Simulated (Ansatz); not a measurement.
Geometry optimisation, RKS PBE-D4/def2-SVP in Ansatz 0.2.0.

The input (input.yaml):

```yaml
crystal:
  periodic: [false, false, false]
  atoms:
    - { symbol: Al, position_ang: [-0.695023, 0.298373, 0.461577] }
    - { symbol: O, position_ang: [1.683377, 1.024441, -1.480118] }
    - { symbol: C, position_ang: [-0.368804, -1.616453, 0.505937] }
    - { symbol: O, position_ang: [-2.098735, 0.936632, -0.281333] }
    - { symbol: H, position_ang: [1.848889, 1.556153, -0.678122] }
    - { symbol: Cl, position_ang: [0.582365, 1.675006, 1.62214] }
    - { symbol: H, position_ang: [2.279189, 0.2619, -1.353108] }
    - { symbol: H, position_ang: [0.548799, -1.867292, 1.073614] }
    - { symbol: H, position_ang: [-1.224441, -2.139403, 0.982153] }
    - { symbol: H, position_ang: [-0.269905, -2.015645, -0.524689] }
    - { symbol: H, position_ang: [-2.285811, 1.886288, -0.32795] }
basis:
  gaussian: { orbitals: def2-SVP }
hamiltonian:
  xc: pbe
  dispersion: d4
relax:
  f_tol: 0.03
  max_steps: 50
```

Launched with:

```bash
$ ansatz run input.yaml --threads 2 --pin off --max-ram 3072MiB --backend cpu --events-out ev --progress --plain --runs-dir out
```

Where does it end, and by what steps?

The forces met the threshold. After 11 steps the energy has fallen by 0.700 eV; O2 moved furthest, 0.71 Å. Joined: Al1–O2 (3.16 → 2.03 Å).

| step | energy less start (eV) | largest force component (eV/Å) | accepted |
| --- | --- | --- | --- |
| 0 | 0.0000 | 0.741 | yes |
| 1 | -0.1312 | 0.793 | yes |
| 2 | -0.3019 | 0.969 | yes |
| 3 | -0.5631 | 0.599 | yes |
| 4 | -0.6413 | 1.091 | yes |
| 5 | -0.6843 | 0.577 | yes |
| 6 | -0.6939 | 0.230 | yes |
| 7 | -0.6967 | 0.065 | yes |
| 8 | -0.6982 | 0.069 | yes |
| 9 | -0.6989 | 0.042 | yes |
| 10 | -0.6996 | 0.042 | yes |
| 11 | -0.6999 | 0.020 | yes |

```xyz
11
Properties=species:S:1:pos:R:3
Al -0.392 0.402 0.207
O 1.158 0.861 -1.026
C -0.200 -1.534 0.406
O -1.828 0.990 -0.546
H 1.679 1.402 -0.382
Cl 0.528 1.709 1.709
H 1.712 0.086 -1.249
H 0.798 -1.849 0.777
H -0.947 -1.919 1.133
H -0.394 -2.062 -0.554
H -2.115 1.913 -0.475
```

Time of the run: 14 s on 2 threads of Intel(R) Xeon(R) 6975P-C (Granite Rapids), with other jobs on the host, peak memory 0.16 GiB.
